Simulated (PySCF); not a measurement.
An unknown shows these calculated signals:

¹H NMR (300 MHz, computed): δ 4.25 (m, 2H), 3.59 (s, 9H), 0.18 (t, 3H), -0.06 (t, 2H).

¹³C{¹H} NMR (computed): δ -3.8 (CH3), -6.4 (CH2).

Averaged over atoms made equivalent by symmetry, fast rotation or ring inversion, in vacuum, one computed conformer, no relativistic terms. GIAO PBE0/pcSseg-1 shieldings; geometry from GFN2-xTB; PySCF 2.14.

Scale: ¹H (31.72 ppm), ¹³C (186.93 ppm) vs TMS (reference shieldings calculated alike).

Which of these does the molecule contain: a heteroaromatic ring, a ketone, a Si–H bond, a Si–CH3 group, a CH3CH2 unit?

Results:


- A heteroaromatic ring: no.
- A ketone: no.
- A Si–H bond: yes (δH 4.25 (m)).
- A Si–CH3 group: yes (δC -3.8; δH 0.18 (t)).
- A CH3CH2 unit: no.

The data belong to `[SiH3][Si](C[SiH2]C)([SiH3])[SiH3]`, C2H16Si5; they needn't prove each group on their own.

Carbon signals by region: 2 below 50 ppm.

Shifts are as computed. Against solution values, carbons near 30 ppm lie about +3 ppm off and those near 130 ppm about +5 ppm. Of 1309 compounds with measured shifts, 239 miss one by over three times the rms of a fit or turn the order of signals round; such compounds aren't used in these exercises. No couplings were computed; multiplicities are counted from neighbouring protons, with m where these are inequivalent, close in shift, in a saturated or five-membered ring or joined by F or P, and br s for small geminal =CH2 splittings.
